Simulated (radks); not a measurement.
Results of a calculation; reference values are marked as such.
Charge is removed step by step from the 3d up level of Cu6+, starting from [Ar] 3d(up 5, down 0). Code: a radial shooting solver on a logarithmic mesh with Libxc functionals. Model: scalar-relativistic Kohn-Sham, PBE, spin-polarised, spherical densities, finite nucleus; Fermi nuclear charge, rms radius 3.8823 fm.

removed (e),E - E(0) (eV),eigenvalue (eV),E minus straight line (eV)
0,0.000,-124.92,0.000
0.125,15.829,-128.36,-1.538
0.25,32.089,-131.84,-2.643
0.375,48.786,-135.34,-3.313
0.5,65.922,-138.87,-3.543
0.625,83.501,-142.43,-3.330
0.75,101.53,-146.01,-2.671
0.875,120.00,-149.62,-1.562
1,138.93,-153.26,0.000

Removing the whole electron costs 138.93 eV by Delta-SCF, against 124.92 eV from minus the eigenvalue at the starting occupation. Slater's transition state (half an electron removed) gives 138.87 eV. Integrating minus the eigenvalue over the occupation (Janak's theorem) gives 138.94 eV. In this scalar-relativistic scheme the density is built from large components alone, so the theorem holds only approximately. The mean slope of the eigenvalue, de/dn, is 28.3 eV per electron. Ionisation energy of Cu6+ in the NIST Atomic Spectra Database: 139 eV (semi-empirical).
